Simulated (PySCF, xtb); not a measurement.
C₂H₃BClNO, SMILES CB(Cl)N=C=O.

GFN2-xTB (xtb) at its own geometry gives an orbital gap of 4.13 eV and a dipole moment of 2.08 D.

Geometry optimised at PBE0-D3(BJ)/def2-SVP. The structure was generated by enumeration, and PubChem lists no compound with its InChIKey, so it may never have been made. One conformer was computed; it need not be the lowest.

### Question
What does CAM-B3LYP/def2-TZVP run with PySCF give? (The exact figures need the calculation; the answer reports its results.)

### Answer
gap 9.72 eV (levels -10.11 and -0.40 eV), dipole 1.84 D.
